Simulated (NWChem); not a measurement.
System: CH₃ClO₃Si; SMILES O=CO[Si@@H](O)Cl

The following NWChem deck was run.

```
start job
memory heap 200 mb stack 900 mb global 1100 mb
geometry units angstroms noautoz
  O     -0.049335    -2.109893     1.048693
  C      0.843126    -1.911565     0.267785
  O      0.899644    -0.894549    -0.584604
  Si    -0.298491     0.324205    -0.655682
  O     -1.755000    -0.306095    -0.272315
  Cl     0.318114     1.783855     0.646696
  H      1.730886    -2.568623     0.168393
  H     -0.290142     0.842837    -2.030971
  H     -1.690447    -0.962754     0.440688
end
basis spherical
  O library def2-svp
  C library def2-svp
  Si library def2-svp
  Cl library def2-svp
  H library def2-svp
end
dft
  xc rpbe cpbe96
  iterations 150
  mulliken
end
task dft energy
```

Parts of the log:

```
             Northwest Computational Chemistry Package (NWChem) 7.3.0
             --------------------------------------------------------

 C1  symmetry detected

                             Geometry "geometry" -> ""
                             -------------------------

 Output coordinates in angstroms (scale by  1.889725989 to convert to a.u.)

  No.       Tag          Charge          X              Y              Z
 ---- ---------------- ---------- -------------- -------------- --------------
    1 O                    8.0000     0.27337317     2.01680423    -0.96154025
    2 C                    6.0000     0.79514598     1.86028483     0.11032389
    3 O                    8.0000     0.55694482     0.84630993     0.93445856
    4 Si                  14.0000    -0.51798926    -0.42792875     0.55134840
    5 O                    8.0000    -1.73301922     0.13297754    -0.38393399
    6 Cl                  17.0000     0.62412536    -1.85551769    -0.37845390
    7 H                    1.0000     1.54270325     2.55859149     0.53839836
    8 H                    1.0000    -1.02773276    -0.94684242     1.82859499
    9 H                    1.0000    -1.42251805     0.79261144    -1.02597257

 Effective nuclear repulsion energy (a.u.)     377.6047394715

  pbe96 is a nonlocal functional; adding pw91lda local functional.

                                 NWChem DFT Module
                                 -----------------

 Summary of "ao basis" -> "ao basis" (spherical)
 ------------------------------------------------------------------------------
       Tag                 Description            Shells   Functions and Types
 ---------------- ------------------------------  ------  ---------------------
 O                          def2-svp                 6       14   3s2p1d
 C                          def2-svp                 6       14   3s2p1d
 Si                         def2-svp                 8       18   4s3p1d
 Cl                         def2-svp                 8       18   4s3p1d
 H                          def2-svp                 3        5   2s1p

            General Information
            -------------------
          SCF calculation type: DFT
          Wavefunction type:  closed shell.
          No. of atoms     :     9
          No. of electrons :    64
           Alpha electrons :    32
            Beta electrons :    32
          Charge           :     0
          Spin multiplicity:     1
          Use of symmetry is: off; symmetry adaption is: off
          Maximum number of iterations: 150
          AO basis - number of functions:   107
                     number of shells:    49
          Convergence on energy requested:  1.00D-06
          Convergence on density requested:  1.00D-05
          Convergence on gradient requested:  5.00D-04

              XC Information
              --------------
                          RPBE Exchange Functional  1.000
            Perdew 1991 LDA Correlation Functional  1.000 local
           PerdewBurkeErnz. Correlation Functional  1.000 non-local

             Grid Information
             ----------------
          Grid used for XC integration:  medium
          Radial quadrature: Mura-Knowles
          Angular quadrature: Lebedev.
          Tag              B.-S. Rad. Rad. Pts. Rad. Cut. Ang. Pts.
          ---              ---------- --------- --------- ---------
          O                   0.60       49          11.0       434
          C                   0.70       49          10.0       434
          Si                  1.10       88          10.0       590
          Cl                  1.00       88          12.0       590
          H                   0.35       45          11.0       434
          Grid pruning is: on
          Number of quadrature shells:   507
          Spatial weights used:  Erf1

      Superposition of Atomic Density Guess
      -------------------------------------

 Sum of atomic energies:       -1011.25817270

      Non-variational initial energy
      ------------------------------

 Total energy =   -1013.416317
 1-e energy   =   -2148.689479
 2-e energy   =     757.668423
 HOMO         =      -0.391465
 LUMO         =       0.025185

     ---------------------------------------------
      Total Density - Mulliken Population Analysis
     ---------------------------------------------

    Atom       Charge   Shell Charges
 -----------   ------   -------------------------------------------------------
    1 O    8     8.73   1.99  1.13  0.68  3.06  1.85  0.01
    2 C    6     5.10   1.99  0.89  0.22  1.45  0.45  0.11
    3 O    8     8.68   1.99  1.10  0.66  3.00  1.92  0.01
    4 Si  14    12.64   2.00  1.99  0.86  0.11  5.93  0.85  0.58  0.32
    5 O    8     8.76   1.99  1.11  0.63  3.09  1.93  0.01
    6 Cl  17    17.40   2.00  1.99  1.22  0.72  5.94  2.16  3.36  0.01
    7 H    1     0.95   0.69  0.25  0.02
    8 H    1     1.08   0.69  0.38  0.01
    9 H    1     0.66   0.51  0.09  0.06

   convergence    iter        energy       DeltaE   RMS-Dens  Diis-err
 ---------------- ----- ----------------- --------- --------- ---------
 d= 0,ls=0.0,diis     1  -1014.7023434742 -1.39D+03  2.23D-02  1.61D+00
 d= 0,ls=0.0,diis     2  -1014.0242030764  6.78D-01  1.64D-02  8.37D+00
 d= 0,ls=0.0,diis     3  -1014.8379375776 -8.14D-01  5.11D-03  5.38D-01
 d= 0,ls=0.0,diis     4  -1014.8799301211 -4.20D-02  1.80D-03  1.32D-01
 d= 0,ls=0.0,diis     5  -1014.8920017484 -1.21D-02  6.73D-04  5.13D-03
  Resetting Diis
 d= 0,ls=0.0,diis     6  -1014.8925480656 -5.46D-04  2.03D-04  5.65D-04
 d= 0,ls=0.0,diis     7  -1014.8926172909 -6.92D-05  1.16D-04  4.98D-05
 d= 0,ls=0.0,diis     8  -1014.8926014439  1.58D-05  7.52D-05  2.15D-04
 d= 0,ls=0.0,diis     9  -1014.8926222703 -2.08D-05  7.46D-06  1.05D-06
 d= 0,ls=0.0,diis    10  -1014.8926223929 -1.23D-07  1.03D-06  1.72D-08

         Total DFT energy =    -1014.892622392860
      One electron energy =    -2151.293374991191
           Coulomb energy =      840.269545985212
    Exchange-Corr. energy =      -81.473532858408
 Nuclear repulsion energy =      377.604739471526

 Numeric. integr. density =       64.000010966265

                       DFT Final Molecular Orbital Analysis
                       ------------------------------------

 Vector   30  Occ=2.000000D+00  E=-2.920020D-01
              MO Center=  4.3D-01, -1.5D+00, -1.9D-01, r^2= 2.4D+00
   Bfn.  Coefficient  Atom+Function         Bfn.  Coefficient  Atom+Function
  ----- ------------  ---------------      ----- ------------  ---------------
    86      0.409764  6 Cl py                87     -0.365722  6 Cl pz
    83      0.309747  6 Cl py                84     -0.274618  6 Cl pz
    85      0.215817  6 Cl px                80      0.180146  6 Cl py
    82      0.161679  6 Cl px                81     -0.159801  6 Cl pz
    98      0.125620  8 H  s                 99      0.118381  8 H  s

 Vector   31  Occ=2.000000D+00  E=-2.813863D-01
              MO Center= -4.6D-01, -6.6D-01, -2.8D-01, r^2= 3.6D+00
   Bfn.  Coefficient  Atom+Function         Bfn.  Coefficient  Atom+Function
  ----- ------------  ---------------      ----- ------------  ---------------
    85      0.369384  6 Cl px                65     -0.323855  5 O  py
    66     -0.277791  5 O  pz                82      0.273173  6 Cl px
    87      0.243280  6 Cl pz                68     -0.238922  5 O  py
    69     -0.201809  5 O  pz                84      0.184952  6 Cl pz
    79      0.158571  6 Cl px                32     -0.154610  3 O  px

 Vector   32  Occ=2.000000D+00  E=-2.568597D-01
              MO Center=  3.3D-01,  1.8D+00, -5.5D-01, r^2= 2.1D+00
   Bfn.  Coefficient  Atom+Function         Bfn.  Coefficient  Atom+Function
  ----- ------------  ---------------      ----- ------------  ---------------
     5      0.488751  1 O  py                 8      0.342891  1 O  py
     4      0.293672  1 O  px                93     -0.204098  7 H  s
     7      0.193259  1 O  px                34     -0.169864  3 O  pz
    94     -0.155826  7 H  s                 33      0.131413  3 O  py
    31      0.129012  3 O  s                 37     -0.128300  3 O  pz

 Vector   33  Occ=0.000000D+00  E=-5.859839D-02
              MO Center=  5.9D-01,  1.7D+00, -4.7D-02, r^2= 2.1D+00
   Bfn.  Coefficient  Atom+Function         Bfn.  Coefficient  Atom+Function
  ----- ------------  ---------------      ----- ------------  ---------------
    18      0.416783  2 C  px                21      0.385578  2 C  px
     7     -0.290543  1 O  px                 4     -0.286385  1 O  px
    19     -0.286741  2 C  py                22     -0.286769  2 C  py
    20     -0.253714  2 C  pz                53     -0.233450  4 Si px
    23     -0.231028  2 C  pz                 8      0.216508  1 O  py

 Vector   34  Occ=0.000000D+00  E= 9.178027D-03
              MO Center= -8.4D-01, -7.3D-01,  2.3D-01, r^2= 3.6D+00
   Bfn.  Coefficient  Atom+Function         Bfn.  Coefficient  Atom+Function
  ----- ------------  ---------------      ----- ------------  ---------------
    54      0.618947  4 Si py                53      0.576821  4 Si px
    63      0.575482  5 O  s                 99      0.453157  8 H  s
   104     -0.408820  9 H  s                 46     -0.374659  4 Si s
    45     -0.371445  4 Si s                 85     -0.360532  6 Cl px
    31     -0.278226  3 O  s                 55      0.270621  4 Si pz

[...]
```

Level: RPBE/def2-SVP. Geometry: optimised at PBE0/def2-SVP.
